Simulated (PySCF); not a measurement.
Computed XPS line lists of a few unrelated compounds.

Computed with PySCF 2.14.0, delta-SCF UKS SCAN, pcX-2 on the ionised atom, pcseg-1 elsewhere, spin-free X2C. Geometries: PBE0-D3(BJ)/def2-SVP; isolated species, one conformer each.

Line lists (1s up to Mg, 2p3/2 beyond, nothing for Br; areas count atoms within a level, one atom standing for each set equivalent by bonding):
1. B 1s: 196.76 eV; C 1s: 290.37 (area 1), 290.52 (area 3) eV
2. C 1s: 295.48 eV; O 1s: 539.99 eV; F 1s: 693.72 eV
3. C 1s: 289.78 (area 1), 289.79 (area 1), 290.36 (area 1), 290.40 (area 2), 290.59 (area 1), 290.63 (area 1) eV; P 2p3/2: 135.86 eV
4. Si 2p3/2: 109.96 eV; Cl 2p3/2: 206.63 eV
5. B 1s: 193.45 eV; C 1s: 290.94 (area 1), 291.24 (area 1), 292.15 (area 1), 292.17 (area 1) eV; N 1s: 406.92 eV

Structures:
A. `Cl[Si](Br)(Br)Br`
B. `F[C@@H]1O[C@@H]1F`
C. `CC(C)C1=CCCP1`
D. `CC(C)(C)BBr`
E. `[BH3-][N@H+](C)CC=C`

Q: Which list belongs to which compound?

A: 
- 1 = D: no other candidate has this set of levels. B 1s: 196.76 three-coordinate boron; C 1s: 290.37 sp3 carbon bound to boron, 290.52 methyl carbon (×3).
- 2 = B: no other candidate has this set of levels. C 1s: 295.48 sp3 C–F carbon (×2); O 1s: 539.99 epoxide oxygen; F 1s: 693.72 alkyl fluorine (×2).
- 3 = C: no other candidate has this set of levels. C 1s: 289.78 fully substituted alkene carbon, 289.79 alkene CH carbon, 290.36 sp3 carbon bound to phosphorus, 290.40 methyl carbon (×2), 290.59 allylic carbon, 290.63 allylic carbon; P 2p3/2: 135.86 phosphine phosphorus.
- 4 = A: no other candidate has this set of levels. Si 2p3/2: 109.96 chlorine-bound silicon; Cl 2p3/2: 206.63 silicon-bound chlorine.
- 5 = E: no other candidate has this set of levels. B 1s: 193.45 four-coordinate boron; C 1s: 290.94 terminal =CH2 carbon, 291.24 alkene CH carbon, 292.15 N-methyl carbon, 292.17 sp3 carbon bound to nitrogen; N 1s: 406.92 nitrogen bonded to B, 2 C and H.

Spin–orbit coupling isn't in the SCF: each 2p doublet comes from a relaxed spin-free hole plus a matrix of the shell (mean-field spin–orbit coupling and the ground-state 2p splitting), with 2p3/2 averaged over its two sublevels. 1 of these hole states is spin-contaminated (⟨S²⟩ 0.87, against 0.75; counted from 0.85) and less certain.
